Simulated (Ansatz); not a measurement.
Geometry optimisation, Ansatz 0.2.0, RHF/def2-SVP.

The input (input.yaml):

```yaml
crystal:
  periodic: [false, false, false]
  atoms:
    - { symbol: B, position_ang: [0.0, 0.0, 0.0] }
    - { symbol: "N", position_ang: [0.0, 0.0, 1.9] }
    - { symbol: H, position_ang: [-0.877, -0.2713, 2.43] }
    - { symbol: H, position_ang: [0.877, 0.2713, 2.43] }
    - { symbol: F, position_ang: [1.1431, 0.0, -0.66] }
    - { symbol: F, position_ang: [-1.1431, 0.0, -0.66] }
    - { symbol: F, position_ang: [-0.2026, 1.5239, 0.5108] }
    - { symbol: H, position_ang: [-0.1429, 1.0745, 1.5229] }
basis:
  gaussian: { orbitals: def2-SVP }
hamiltonian:
  xc: hf
relax:
  f_tol: 0.15
  max_steps: 25
  restrain:
    - { distance: [0, 6], at: 1.32, k: 30.0 }
    - { distance: [7, 1], at: 1.06, k: 30.0 }
    - { distance: [0, 1], at: 2.75, k: 30.0 }
    - { distance: [7, 6], at: 2.12, k: 30.0 }
```

Launched with:

```bash
$ ansatz run input.yaml --threads 2 --pin off --max-ram 3072MiB --backend cpu --events-out ev --progress --plain --runs-dir out
```

Question: Where does it end, and by what steps?

Answer: The run converged. The restraints hold the end off the free minimum. After 9 steps the energy has fallen by 3.814 eV (the restraints' own energy left out); B1 moved furthest, 0.68 Å.

| step | energy less start (eV) | largest force component (eV/Å) | accepted |
| --- | --- | --- | --- |
| 0 | 0.0000 | 5.055 | yes |
| 1 | -1.3833 | 6.004 | yes |
| 2 | -2.5303 | 4.203 | yes |
| 3 | -3.1692 | 2.916 | yes |
| 4 | -3.4597 | 2.386 | yes |
| 5 | -3.6177 | 1.282 | yes |
| 6 | -3.8071 | 0.974 | yes |
| 7 | -3.8118 | 1.014 | yes |
| 8 | -3.8108 | 1.118 | yes |
| 9 | -3.8137 | 1.066 | yes |

```xyz
8
Properties=species:S:1:pos:R:3
B -0.046 0.432 -0.520
N -0.018 0.056 2.192
H -0.797 -0.273 2.735
H 0.816 -0.055 2.743
F 1.135 -0.012 -0.831
F -1.108 -0.254 -0.819
F -0.175 1.647 -0.038
H -0.152 1.059 2.013
```

Run time: 10 s on 2 threads of Arm Neoverse V1, with other jobs on the host, peak memory 0.15 GiB.
